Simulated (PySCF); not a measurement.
FHI2OSi, SMILES O[Si](F)(I)I.

The structure is a stationary point at PBE0-D3(BJ)/def2-SVP. The structure was generated by enumeration, and PubChem lists no compound with its InChIKey, so it may never have been made. The def2 effective core potentials stand for the cores of I; spin–orbit coupling is left out. The values are those of a single conformer.

All values below come from TDDFT-ωB97X/def2-SVPD run with PySCF.

Vertical excitations. Isolated molecule, no solvent.

```json
[
 {"state": "S1", "energy (eV)": "5.41", "λ (nm)": "229", "f": "0.041", "main pairs": "HOMO→LUMO 89 %"},
 {"state": "S2", "energy (eV)": "5.55", "λ (nm)": "223", "f": "0.000", "main pairs": "HOMO−1→LUMO 88 %"},
 {"state": "S3", "energy (eV)": "5.83", "λ (nm)": "213", "f": "0.006", "main pairs": "HOMO−2→LUMO 85 %"},
 {"state": "S4", "energy (eV)": "6.03", "λ (nm)": "206", "f": "0.006", "main pairs": "HOMO−3→LUMO 81 %"},
 {"state": "S5", "energy (eV)": "7.31", "λ (nm)": "170", "f": "0.014", "main pairs": "HOMO→LUMO+4 54 %, HOMO→LUMO+1 25 %"},
 {"state": "S6", "energy (eV)": "7.34", "λ (nm)": "169", "f": "0.083", "main pairs": "HOMO−4→LUMO 33 %, HOMO→LUMO+1 22 %, HOMO→LUMO+4 18 %"},
 {"state": "S7", "energy (eV)": "7.37", "λ (nm)": "168", "f": "0.019", "main pairs": "HOMO−1→LUMO+1 39 %, HOMO−2→LUMO+1 15 %, HOMO→LUMO+4 10 %"},
 {"state": "S8", "energy (eV)": "7.40", "λ (nm)": "168", "f": "0.019", "main pairs": "HOMO−1→LUMO+4 28 %, HOMO−4→LUMO 20 %, HOMO−1→LUMO+1 10 %, HOMO→LUMO+1 10 %"},
 {"state": "S9", "energy (eV)": "7.61", "λ (nm)": "163", "f": "0.041", "main pairs": "HOMO−1→LUMO+2 25 %, HOMO−2→LUMO+1 18 %, HOMO−2→LUMO+2 14 %, HOMO−1→LUMO+10 8 %"},
 {"state": "S10", "energy (eV)": "7.63", "λ (nm)": "162", "f": "0.008", "main pairs": "HOMO→LUMO+7 25 %, HOMO−1→LUMO+4 21 %, HOMO→LUMO+6 8 %, HOMO→LUMO+9 8 %"},
 {"state": "T1", "energy (eV)": "4.89", "λ (nm)": "253", "f": "0", "main pairs": "HOMO→LUMO 87 %"},
 {"state": "T2", "energy (eV)": "5.10", "λ (nm)": "243", "f": "0", "main pairs": "HOMO−1→LUMO 84 %"},
 {"state": "T3", "energy (eV)": "5.33", "λ (nm)": "232", "f": "0", "main pairs": "HOMO−2→LUMO 80 %"},
 {"state": "T4", "energy (eV)": "5.53", "λ (nm)": "224", "f": "0", "main pairs": "HOMO−3→LUMO 77 %"}
]
```
Triplets are in the Tamm–Dancoff approximation, which puts them higher than full response would, so one can lie above its singlet here.
